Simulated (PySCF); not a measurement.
Geometries of 3 isomers of C7H8S, from PySCF, PBE0-D3(BJ)/def2-SVP geometry optimisation, gas phase. One conformer each, no zero-point energy, no frequencies.

Task: Which isomer lies lowest at this level?
A.
```xyz
16
angstrom
C     -2.899    0.143   -0.276
C     -1.755   -0.433   -0.642
C     -0.738   -0.997    0.309
C      0.608   -0.351    0.156
C      1.014    0.882    0.601
C      2.351    1.198    0.228
C      2.943    0.203   -0.503
S      1.874   -1.121   -0.733
H     -3.599    0.543   -1.014
H     -3.181    0.234    0.779
H     -1.497   -0.501   -1.707
H     -0.642   -2.084    0.144
H     -1.089   -0.867    1.345
H      0.364    1.543    1.177
H      2.857    2.128    0.494
H      3.952    0.174   -0.912
```
B.
```xyz
16
angstrom
C     -1.915   -0.962   -0.161
C     -0.519   -0.430   -0.054
C      0.581   -1.248   -0.337
C      1.890   -0.788   -0.215
C      2.125    0.523    0.189
C      1.049    1.365    0.455
C     -0.265    0.899    0.339
S     -1.559    2.024    0.796
H     -2.477   -0.780    0.769
H     -1.912   -2.041   -0.366
H     -2.478   -0.474   -0.976
H      0.397   -2.280   -0.649
H      2.725   -1.457   -0.436
H      3.146    0.900    0.287
H      1.221    2.403    0.749
H     -2.466    1.638   -0.126
```
C.
```xyz
16
angstrom
C     -3.083   -0.514   -0.539
C     -1.609   -0.348   -0.666
C     -0.789    0.024    0.330
C      0.649    0.196    0.251
C      1.495    0.572    1.274
C      2.857    0.649    0.880
C      3.038    0.333   -0.440
S      1.551   -0.060   -1.208
H     -3.621    0.152   -1.236
H     -3.393   -1.542   -0.792
H     -3.431   -0.293    0.481
H     -1.176   -0.551   -1.655
H     -1.215    0.227    1.320
H      1.134    0.784    2.282
H      3.674    0.929    1.547
H      3.967    0.309   -1.007
```

Result: B. That is `CC1=CC=CC=C1S`, 19.3 kcal/mol below the next.

| SMILES | atoms numbered as above | E (Eh) | relative (kcal/mol) | relative (kJ/mol) | dipole (D) |
| --- | --- | --- | --- | --- | --- |
| Cc1ccccc1S | [CH3:1][c:2]1[cH:3][cH:4][cH:5][cH:6][c:7]1[SH:8] | -668.98952 | 0.0 | 0.0 | 1.34 |
| C/C=C/c1cccs1 | [CH3:1]/[CH:2]=[CH:3]/[c:4]1[cH:5][cH:6][cH:7][s:8]1 | -668.95869 | 19.3 | 81.0 | 0.49 |
| C=CCc1cccs1 | [CH2:1]=[CH:2][CH2:3][c:4]1[cH:5][cH:6][cH:7][s:8]1 | -668.94543 | 27.7 | 115.8 | 0.39 |

As drawn, the lowest has an S–H bond, which the highest lacks; the highest has a C=C bond outside aromatic rings, which the lowest lacks.
